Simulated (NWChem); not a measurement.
GaH₃SO₂; SMILES [OH][Ga]([OH])[SH]

```xyz
7

Ga    -0.0133     0.3048     0.0000
O     -1.5434     1.2109     0.0000
H     -1.4611     2.1693     0.0000
O      1.5903     1.0814     0.0000
H      1.5904     2.0436     0.0000
S     -0.0848    -1.8772     0.0000
H      1.2651    -1.9628     0.0000
```
Atoms are numbered in this order, from 1.

Computed with NWChem. The geometry was optimised at PBE0/def2-SVP. B3LYP is NWChem's, with the RPA form of VWN correlation. Ions are spin-unrestricted doublets at the neutral geometry; other ion states weren't tried.

**Question.** Estimate the computed values for B3LYP/def2-SVP. Quantities: −ε(HOMO) (eV).

**Answer.** 
```json
{
 "−ε(HOMO) (eV)": "7.23"
}
```
